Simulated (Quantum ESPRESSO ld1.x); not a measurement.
The hafnium ion Hf3+, configuration [Kr] 4d10 4f14 5s2 5p5 5d1 6s1 (not the ground configuration). Calculated with ld1.x of Quantum ESPRESSO 7.5: non-relativistic Kohn-Sham, exchange-only LDA, spin-polarised, spherical densities, point nucleus; open shells are filled with parallel spins first; relativity is left out, which matters for an element this heavy.

Normalised radial functions P(r) = r R(r), r in bohr:

```
   r/bohr * 5p down, o 5d down (the largest magnitude, 0.99, reaches the edge; | marks zero, & curves that meet)
 0.002314                             &
 0.003136                             &
 0.004251                             &
 0.005715                             o*
 0.007745                             o*
   0.0105                             o*
  0.01411                             o *
  0.01913                             o   *
  0.02572                             |o   *
  0.03485                             |o    *
  0.04723                             | o    *
   0.0635                             |   o*
  0.08606                             *     o
   0.1166                       *     |      o
   0.1568                    *        |     o
   0.2125                        *    |o
   0.2857                       o     |     *
   0.3873                   o         |             *
   0.5248                      o      |        *
   0.7056                     *       | o
   0.9563     *                       |             o
    1.286  *                          |                    o
    1.743          *                  |                     o
    2.362                     *       |              o
    3.175                           * |       o
    4.303                             * o
    5.832                             &
    7.841                             &
```

5p down: eigenvalue -62.941 eV, 3 radial nodes at r = 0.0867, 0.248, 0.619 bohr, <r> = 1.34 bohr, 90 % of the charge inside 1.95 bohr. 5d down (empty): eigenvalue -29.272 eV, 2 radial nodes at r = 0.221, 0.664 bohr, <r> = 1.80 bohr, 90 % of the charge inside 2.71 bohr.
